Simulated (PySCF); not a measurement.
**Trend along the fourth-period p block: MTe molecules**

PBE0 with double-zeta basis sets in PySCF, for the lowest determinant that a PBE0 search found; no spin–orbit coupling. De refers to high-spin ground-configuration atoms. A positive dipole means M(−)Te(+).

| M | basis | state (unpaired electrons) | Re (Å) | ωe (cm⁻¹) | De (eV) | μ (D) |
| --- | --- | --- | --- | --- | --- | --- |
| Ge | def2-SVP | singlet (closed shell) | 2.345 | 337 | 4.36 | -1.18 |
| As | def2-SVP | doublet (π ↑) | 2.348 | 331 | 2.82 | -0.10 |
| Se | cc-pVDZ-PP | triplet (π ↑↑) | 2.367 | 327 | 3.25 | 0.99 |

The shortest bond is that of GeTe (2.345 Å), the longest that of TeSe (2.367 Å). GeTe is bound most strongly (4.36 eV) and TeAs least (2.82 eV).

The rows differ in basis set, which adds steps of its own.

The state changes along the series, so neighbouring rows are not always alike in their bonding.

Spin–orbit coupling is left out, which matters for elements this heavy, above all for dissociation energies. States were picked by a PBE0 search and need not be the measured ground states.
